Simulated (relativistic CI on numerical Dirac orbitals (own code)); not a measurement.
**The 4f ions of charge 4+**

Method of calculation: Dirac-Coulomb-Breit CI, orbitals from a KLI potential per configuration, model QED, valence Slater integrals scaled by 0.75 (own radial code, finite nucleus).

Each species is treated in one configuration, given outside its closed core, with all valence electrons in the open shell. Radial values are for the open shell of highest l, unscaled and averaged over j; ζ includes the Breit term. Labels give the leading LS character, summed over repeated terms.

```csv
Ion,Configuration,Its lowest level,LS weight (%),F² (cm⁻¹),F⁴ (cm⁻¹),⟨r⟩ (bohr),⟨r²⟩ (bohr²),ζ (cm⁻¹)
Pr⁴⁺,4f,2F°_5/2,100,,,0.9363,1.094,826.9
Nd⁴⁺,4f2,3H_4,96,107100,67330,0.9035,1.02,961.4
Pm⁴⁺,4f3,4I°_9/2,96,110800,69650,0.874,0.9555,1107
Sm⁴⁺,4f4,5I_4,96,114300,71890,0.8474,0.8993,1265
Eu⁴⁺,4f5,6H°_5/2,93,117800,74050,0.823,0.8494,1436
Gd⁴⁺,4f6,7F_0,88,121100,76140,0.8005,0.8049,1619
Tb⁴⁺,4f7,8S°_7/2,96,124400,78190,0.7797,0.7648,1817
Dy⁴⁺,4f8,7F_6,93,127600,80180,0.7603,0.7284,2030
Ho⁴⁺,4f9,6H°_15/2,90,130700,82130,0.7422,0.6953,2259
Er⁴⁺,4f10,5I_8,90,133800,84050,0.7252,0.6649,2503
Tm⁴⁺,4f11,4I°_15/2,96,136800,85940,0.7091,0.637,2765
Yb⁴⁺,4f12,3H_6,99,139800,87790,0.694,0.6112,3044
Lu⁴⁺,4f13,2F°_7/2,100,,,0.6797,0.5873,3342
```
